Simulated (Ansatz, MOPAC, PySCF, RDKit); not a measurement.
Noncovalent pair: HI (SMILES I) (first 2 atoms) with H4OSi (SMILES O[SiH3]); geometry from B3LYP-D3(BJ)/def2-TZVP, rigid monomers moved along the line of their centres of mass till H2···O3 is 2.32 Å.
(charge 0, multiplicity 1):
```xyz
8

I     -0.42324    -1.16970    -0.63275
H     -0.57646    -0.96017     0.97325
O     -0.63761    -0.45229     3.23252
Si     0.21485     0.80506     3.90843
H     -1.23527    -0.96450     3.78314
H     -0.70173     1.82263     4.47387
H      1.00242     1.37439     2.80030
H      1.10733     0.31991     4.98700
```

Counterpoise-corrected where a basis set is named; no monomer relaxation. Rows marked so take none. RDKit's UFF carries no charges.

Frozen-core correlation. Filled d and f shells under p-block atoms count as core. Rows in STO-3G carry no dispersion term and start afresh at each structure; the Pople sets are all-electron and without relativity. The state reached by PM7 isn't checked; PM7 holds dispersion and hydrogen-bond terms.

The values were computed with Ansatz (Gaussian basis) for Hartree–Fock, density functionals and correlated methods; MOPAC for PM7 (differences of heats of formation); PySCF for STO-3G rows, the dispersion terms; RDKit for the force fields. Values without a source in brackets are computed. In def2 rows elements past Kr take small-core potentials, without spin–orbit coupling.

| level | interaction energy (meV) |
|---|---|
| UFF | 36.5 |
| PM7 | -198.4 |
| HF/STO-3G (no counterpoise) | -130.2 |
| PBE/def2-TZVPPD | -108.6 |
| r2SCAN/def2-TZVPPD | … |
| r2SCAN-D4/def2-TZVPPD | -128.5 |
| PBE0-D3(BJ)/def2-TZVPPD | … |
| MP2/def2-SVPD | -127.0 |
| MP2/def2-TZVPPD | -125.4 |

Problem. What belongs in the gaps?

Solution. 
- r2SCAN/def2-TZVPPD, interaction energy (meV): -114.8
- PBE0-D3(BJ)/def2-TZVPPD, interaction energy (meV): -144.4

Ansatz is a first-principles code.
